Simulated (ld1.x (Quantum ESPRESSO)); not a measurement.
## Transferability test, TM potential for Sb (Z = 51)

| Item | Value |
| --- | --- |
| Element | Sb (Z = 51) |
| Generator | ld1.x (Quantum ESPRESSO) 7.5 |
| Type | norm-conserving Troullier–Martins (Kleinman–Bylander form) |
| Functional | PBE |
| Relativity | scalar-relativistic |
| Frozen core | [Kr] |
| Valence charge | 15 |
| Reference configuration | 4d10 5s2 5p3 |
| Partial waves | 5p (bound): rc 3.52 bohr; 4d (bound): rc 1.10 bohr; 5s (bound): rc 1.75 bohr |
| Local potential | the s channel |
| Core correction | a·sin(br)/r model core, default radius (core density twice the valence density) |

Energies are relative to the spin-unpolarised reference configuration 4d10 5s2 5p3; without spin polarisation the order of configurations can differ from experiment. Not all tests gave a result: 1 of 7 tests not solved or not reliable.

```tsv
valence configuration	charge	ΔE all-electron (eV)	error AE − PS (meV)
4d10 5s2 5p2	+1	8.317	-4.1
4d10 5s2 5p0	+3	48.698	-163
4d10 5s0 5p5	0	16.431	+55
4d9 5s2 5p3	+1	40.735	-270
```

Task: What are ΔE and the potential's error for 4d10 5s1 5p3?

Result: ΔE = 17.049 eV all-electron; the error (AE − PS) is +20 meV.

Task: What are ΔE and the potential's error for 4d10 5s2 5p1?

Result: ΔE = 24.285 eV all-electron; the error (AE − PS) is -36 meV.

Levels in the configuration 4d9 5s2 5p3:

| level | all-electron (eV) | pseudo (eV) |
| --- | --- | --- |
| 4d | -48.350 | -48.859 |
| 5s | -22.896 | -22.752 |
| 5p | -13.504 | -13.474 |
